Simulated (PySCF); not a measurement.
**Assigning NMR signals**

Atom-mapped SMILES (the numbers label the heavy atoms): `[SiH3:1][CH2:2][CH2:3][c:4]1[n:5][cH:6][cH:7][o:8]1` (H(Xn): hydrogen on atom n).

One computed conformer, isolated molecule, fast rotation and ring inversion assumed for equivalent nuclei, non-relativistic. Shieldings: GIAO PBE0/pcSseg-1; structure optimised with GFN2-xTB; PySCF.

Shifts are taken against calculated references (same method and geometry level): TMS for 13C and 1H.

Problem. Assign these signals to the numbered atoms. 13C{1H} NMR (computed): δ 170.8 (C), 142.8 (CH), 136.3 (CH), 29.6 (CH2), 12.3 (CH2).

Solution. 
| δ (ppm) | atoms | environment | reason |
| --- | --- | --- | --- |
| 170.8 | C4 | substituted aromatic carbon next to the ring oxygen | – |
| 142.8 | C7 | aromatic CH next to the ring oxygen | – |
| 136.3 | C6 | aromatic CH next to a ring nitrogen | – |
| 29.6 | C3 | sp3 CH2 on an aromatic ring | a saturated carbon with 2 carbon neighbours and no heteroatom attached |
| 12.3 | C2 | sp3 CH2 bonded to Si | – |

Problem. Assign these signals to the numbered atoms. 1H NMR (600 MHz, computed): δ 7.61 (m, 1H), 7.35 (m, 1H), 3.57 (t, 3H), 3.11 (t, 2H), 1.21 (m, 2H).

Solution. 
```tsv
δ (ppm)	atoms	environment	reason
7.61	H(C7)	hydrogen on an aromatic CH next to the ring oxygen	ring-current deshielding
7.35	H(C6)	hydrogen on an aromatic CH next to a ring nitrogen	aromatic region
3.57	H(Si1)	hydrogen on a silicon bonded to C	–
3.11	H(C3)	hydrogen on an sp3 CH2 on an aromatic ring	benzylic-type position, deshielded by the ring
1.21	H(C2)	hydrogen on an sp3 CH2 bonded to Si	–
```

Shifts are as computed. Against solution values, carbons near 30 ppm lie about +3 ppm off and those near 130 ppm about +5 ppm. Of 1211 compounds with measured shifts, 218 miss one by over three times the rms of a fit or turn the order of signals round; such compounds aren't used in these exercises. Multiplicities follow the n + 1 count of equivalent neighbours, as no J values were calculated; m marks all less simple cases, F and P coupling included.
